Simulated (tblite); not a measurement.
Task: Give a GFN2-xTB geometry of `CC#C[C@@H]1[SiH2]/C(=C/C)[C@@H]1F`.

Result: 
```xyz
21
C8H11FSi angstrom
C      3.9617    0.8992   -0.5257
C      2.7885    0.4136    0.1694
C      1.8293    0.0033    0.7607
C      0.6446   -0.4714    1.4259
Si    -0.1599   -2.0373    0.6213
C     -1.3964   -0.6486    0.3074
C     -2.5110   -0.4735   -0.3908
C     -3.2729    0.8024   -0.5191
C     -0.6213    0.3717    1.1151
F     -0.3586    1.5427    0.4359
H      4.6151    1.4342    0.1641
H      4.5127    0.0644   -0.9603
H      3.6610    1.5783   -1.3235
H      0.8388   -0.5216    2.4994
H      0.5491   -2.5961   -0.5241
H     -0.5808   -3.0592    1.5808
H     -2.9280   -1.3196   -0.9249
H     -2.7656    1.6224   -0.0210
H     -4.2683    0.6838   -0.0893
H     -3.3968    1.0550   -1.5716
H     -1.1500    0.6732    2.0289
```

Any rigid rotation of these coordinates is as good. Atoms count from 1 in this order. The 7 C–C bonds span 1.199 Å (C2≡C3, drawn triple) to 1.552 Å (C4–C9, drawn single), a spread of 0.353 Å. The 4-membered ring C4–Si5–C6–C9 has internal angles of 75.3° to 99.1°; it is slightly puckered (a soft mode that the optimisation may not have finished), 0.04 Å rms from its mean plane, widest ring torsion 6°. The 2 C–Si bonds span 1.886 Å (Si5–C6, drawn single) to 1.936 Å (C4–Si5, drawn single), a spread of 0.050 Å. Si5 (SiH2 silicon) has angles from 75.3° to 118.0°.

Bonds between heavy atoms (Å): C1–C2 1.448, C2≡C3 1.199, C3–C4 1.439, C4–Si5 1.936, Si5–C6 1.886, C6=C7 1.327, C7–C8 1.492, C6–C9 1.515, C9–F10 1.379, C4–C9 1.552.

Computed geometry: GFN2-xTB, gas phase.

Point group: C1 (no symmetry element, even within 0.4 Å). Its GFN2-xTB frequencies are all real (lowest 17 cm⁻¹).
